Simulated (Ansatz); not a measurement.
TeAs2⁺. The state is a quartet with charge 1. Geometry PBE-D4/def2-TZVP; atoms count from 1.

```xyz
3

As   -0.929    0.835    0.888
As    0.884    0.598   -1.093
Te    0.045   -1.433    0.205
```

In the def2 sets Te takes a core potential; there is no spin–orbit coupling. At PBE0-D4/def2-TZVP a doublet of charge 1 lies 1.96 eV below the quartet, each at its own geometry. The structure comes from a short search, and lower isomers may exist.

**Question.** Estimate the Mulliken populations from the PBE0/def2-TZVP orbitals of Ansatz.

**Answer.** 
| atom | charge (e) | spin (α − β) |
| --- | --- | --- |
| As1 | 0.35 | 1.31 |
| As2 | 0.34 | 1.30 |
| Te3 | 0.31 | 0.39 |
Mulliken values depend strongly on the basis.

**Question.** Where does the spin sit?

**Answer.** Summed by element: As 2.61, Te 0.39, of 3 unpaired in all. Largest on single atoms: As1 1.31, As2 1.30, Te3 0.39.

**Question.** And the Mayer bond orders between heavy atoms (over 0.3)?

**Answer.** As1–As2 0.69 (2.70 Å); As1–Te3 1.27 (2.56 Å); As2–Te3 1.28 (2.55 Å).
